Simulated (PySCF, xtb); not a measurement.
FHSTe, SMILES S[Te]F.

GFN2-xTB (xtb 6.7.1) at its own geometry gives an orbital gap of 3.22 eV and a dipole moment of 3.30 D.

Geometry: B3LYP-D3(BJ)/def2-TZVP. The def2 effective core potentials stand for the cores of Te; spin–orbit coupling is left out. One conformer was computed; it need not be the lowest.

Q: What does B3LYP/def2-TZVPD (PySCF) give? (Estimate from the structure and the level; the computed values follow.)

A: gap 3.97 eV (levels -6.53 and -2.56 eV), dipole 2.33 D.
